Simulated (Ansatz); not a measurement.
The same path of BrH + F2H2Si (7 atoms, charge 0, multiplicity 1) was run twice with different band settings. Lost on the way: Si1–H2, Br6–H7. Made: Si1–Br6, H2–H7.

The calculation used RHF/def2-SVP in Ansatz 0.2.0.

Relaxed end points:

```xyz
7
Properties=species:S:1:pos:R:3
Si 0.427 0.124 -0.129
H 0.913 0.567 1.176
F 1.676 -0.317 -1.020
H -0.351 1.116 -0.868
F -0.472 -1.187 0.077
Br -2.942 0.438 2.119
H -2.602 -0.846 1.652
```

```xyz
7
Properties=species:S:1:pos:R:3
Si -0.736 -0.237 -0.671
H 0.522 0.459 2.871
F 0.329 -0.881 0.320
H -0.563 1.205 -0.714
F -0.464 -0.860 -2.107
Br -2.749 -0.803 -0.019
H 0.310 1.011 3.328
```

Common settings: movable images 7; climbing image yes; spring 5.0 eV/Å²; optimiser quadratic models (default); start path through a guess of the saddle point; iteration limit 60; end points relaxed.

| run | force threshold |
| --- | --- |
| 1 | 0.05 eV/Å |
| 2 | 0.5 eV/Å |

Problem. What does each run give, and how far can it be trusted?

Solution. Run 1: converged after 25 iterations, highest image 2.422 eV above the first end. Neighbouring images differ by up to 2.1 eV, so the band resolves the path poorly. A vibrational analysis at the climbing image gives one clearly imaginary mode, 975i cm⁻¹: a first-order saddle point.
Run 2: converged after 15 iterations, highest image 2.471 eV above the first end. The threshold of 0.5 eV/Å is loose, so the images may lie well off the minimum-energy path. Neighbouring images differ by up to 2.2 eV, so the band resolves the path poorly. The order of the stationary point at the top wasn't checked.
The orbitals stay closed-shell, which can raise the energy where a bond breaks towards radicals; this wasn't checked here.
